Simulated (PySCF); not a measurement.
# C₆H₈NP: full NMR table

```yaml
Formula: C6H8NP
SMILES: CPc1cccnc1
InChI: InChI=1S/C6H8NP/c1-8-6-3-2-4-7-5-6/h2-5,8H,1H3
Point_group_of_the_computed_structure: C1
Carbon_signals: 6
Proton_signals: 6
```

Atoms are numbered as in `[CH3:1][PH:2][c:3]1[cH:4][cH:5][cH:6][n:7][cH:8]1`. Each H is labelled by its parent atom.

- shieldings: GIAO PBE0/pcSseg-1
- GFN2-xTB geometry
- code: PySCF 2.14.0 with density-fitted response routines
- one conformer, no relativistic terms, no solvent model, averaged over atoms made equivalent by symmetry, fast rotation or ring inversion

Shifts are taken against calculated references (same method and geometry level): 1H (31.72 ppm) and 13C (186.93 ppm) vs TMS; 31P (318.38 ppm) against H3PO4; NH3 for 15N (267.73 ppm).

| carbon | δC, type | δH (multiplicity) | HMBC from (2–3 bonds) | span of the C tensor (ppm) |
| --- | --- | --- | --- | --- |
| C1 | 11.0, CH3 | 1.51 (m) | H(P2) | 29 |
| C3 | 143.8, C | – | H(C8), H(C4), H(C5), H(P2), H(C1) | 226 |
| C4 | 143.8, CH | 7.97 (m) | H(C8), H(C6), H(C5), H(P2) | 234 |
| C5 | 127.8, CH | 7.25 (m) | H(C6), H(C4) | 229 |
| C6 | 153.8, CH | 8.77 (d) | H(C8), H(C4), H(C5) | 222 |
| C8 | 157.3, CH | 8.85 (m) | H(C6), H(C4), H(P2) | 226 |

Other nuclei:
```
atoms  nucleus                             environment  δ (ppm)  σ (ppm)
H(P2)       1H  hydrogen on a phosphorus bonded to 2 C     4.16    27.56
   P2      31P             phosphorus bonded to 2 C, H    -85.1    403.4
   N7      15N             pyridine-type ring nitrogen    360.3    -92.6
```

- δC 157.3, 153.8: aromatic CH next to a ring nitrogen; the adjacent pyridine-type nitrogen withdraws density from it.
- δC 143.8, 127.8: aromatic CH.
- δC 143.8: substituted aromatic carbon.
- δH 8.85, 8.77: hydrogen on an aromatic CH next to a ring nitrogen; ring current plus the neighbouring ring nitrogen.
- δH 7.97, 7.25: hydrogen on an aromatic CH; aromatic region.

Splittings by 31P in the carbon and heteronuclear signals aren't shown, as no couplings were computed. Shifts are as computed. Against solution values, carbons near 30 ppm lie about +3 ppm off and those near 130 ppm about +5 ppm. Of 1211 compounds with measured shifts, 218 miss one by over three times the rms of a fit or turn the order of signals round; such compounds aren't used in these exercises. Experimental scales use liquid or dissolved standards, which lie at an offset from isolated NH3 (liquid NH3: subtract about 20 ppm) and H3PO4. Unscaled 15N shifts of sp2 nitrogen come out 20 to 40 ppm too high even then. No couplings were computed; multiplicities are counted from neighbouring protons, with m where these are inequivalent, close in shift, in a saturated or five-membered ring or joined by F or P, and br s for small geminal =CH2 splittings.
